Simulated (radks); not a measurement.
Valence configurations of the gold ion Au+ (all share [Xe]). Method: scalar-relativistic Kohn-Sham, r2SCAN, spin-polarised, spherical densities, finite nucleus; open shells are filled with parallel spins first (spin-orbit coupling, left out, can overturn this in heavy ions); meta-GGA in the generalised Kohn-Sham scheme; Fermi nuclear charge, rms radius 5.4371 fm; computed with a radial shooting solver on a logarithmic mesh with Libxc functionals. Energies are relative to 4f14 5d10; eigenvalues in eV for spin up.

\begin{tabular}{lrrrrrr}
valence & E (eV) & moment (Bohr magnetons) & e(4f) & e(5d) & e(6p) & e(6s) \\ \hline
4f14 5d10 & 0.000 & 0 & -90.334 & -15.465 & - & - \\
4f14 5d9 6s1 & 2.355 & 2 & -93.956 & -18.501 & - & -15.193 \\
4f13 5d10 6s1 & 83.494 & 2 & -106.32 & -19.486 & - & -15.167 \\
4f14 5d8 6s1 6p1 & 12.755 & 4 & -99.432 & -23.024 & -9.648 & -18.069 \\
4f14 5d9.5 6p0.5 & 4.790 & 1 & -93.067 & -17.804 & -7.446 & - \\
4f13 5d10 6p1 & 91.028 & 2 & -108.18 & -21.118 & -8.533 & - \\
4f13.5 5d10 6s0.5 & 40.250 & 1 & -98.215 & -17.437 & - & -13.974 \\
4f14 5d9 6p1 & 9.885 & 2 & -95.762 & -20.068 & -8.535 & - \\
4f14 5d8 6p2 & 21.084 & 4 & -101.13 & -24.466 & -10.479 & - \\
4f14 5d9.5 6s0.5 & 1.249 & 1 & -92.134 & -16.992 & - & -14.014 \\
\end{tabular}

NIST lists [Xe] 4f14 5d10 as the ground configuration; this level of theory agrees among the configurations tried. The energies are those of spherical high-spin densities, not of single terms.
